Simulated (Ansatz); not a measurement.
Consider the formal exchange of groups at a Ga–C bond: `[CH3][GaH][SeH]` + ethane → `C[CH2][GaH][SeH]` + CH₄.

Isolated molecules relaxed with PBE0-D4/def2-TZVP in Ansatz; ΔE leaves out vibrations. CCSD(T)/CBS is the MP2 limit (def2-TZVPP, def2-QZVPP) plus CCSD(T) − MP2 in def2-TZVPP, frozen cores. This one scheme is used for every species. DFT in def2-TZVPP. B3LYP here is the variant with VWN-RPA as its local correlation; programs differ in this. For Ga, Se outer-core shells are correlated without core-valence functions, which leaves a few kJ/mol of doubt a bond. Scalar relativity is left out up to krypton. One conformer a species, not always the lowest.

```csv
level,ΔE (kcal/mol),difference from CCSD(T)/CBS
r2SCAN-D4,0.6,0.4
ωB97M-V,0.8,0.6
B2PLYP,1.3,1.1
B3LYP,1.9,1.7
HF/def2-TZVPP,3.1,2.9
CCSD/def2-TZVPP,1.0,0.8
HF/def2-QZVPP,3.1,2.9
HF/CBS(def2),3.1,2.9
MP2/CBS(def2),-0.2,-0.4
CCSD/CBS(def2),0.6,0.4
CCSD(T)/CBS,0.2,0
```

Largest T1 diagnostic among the species: 0.011.

In def2-TZVPP, CCSD(T) changes the Hartree–Fock value by −2.5 kcal/mol (the triples alone add −0.4 kcal/mol) and MP2 by −2.8 kcal/mol. The D4 term adds −1.5 kcal/mol with B3LYP and −0.9 kcal/mol with PBE0; it sums over pairs of atoms, weighted by their polarisabilities, and B3LYP, whose exchange is more repulsive, gets the larger term.

CCSD(T)/CBS has its own doubt, a few kJ/mol and more with outer-core shells, so smaller differences from it don't rank the levels.
